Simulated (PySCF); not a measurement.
GaH₂Br, SMILES [GaH2][Br]. Geometry: B3LYP-D3(BJ)/def2-TZVP.

The numbers are results of B3LYP-D3(BJ)/def2-TZVP in PySCF 2.14.0, not measurements.

Harmonic wavenumbers (cm⁻¹): 294, 479, 599, 724, 1994, 2011. Rotational constants (GHz): 126.4, 2.449, 2.402; symmetry number 2.

**Question.** Work out the zero-point energy and the ideal-gas rigid-rotor harmonic-oscillator thermochemistry at 298.15 K and 1 atm.

**Answer.** ZPE = ½ Σ hcν = ½ × 6101 cm⁻¹ = 8.72 kcal/mol. H − E(el) = 11.68 kcal/mol. Entropy in cal/(mol K): translation 40.96, rotation 22.21, vibration 2.90, total 66.06. G − E(el) = -8.02 kcal/mol. Cp = 12.77 cal/(mol K).
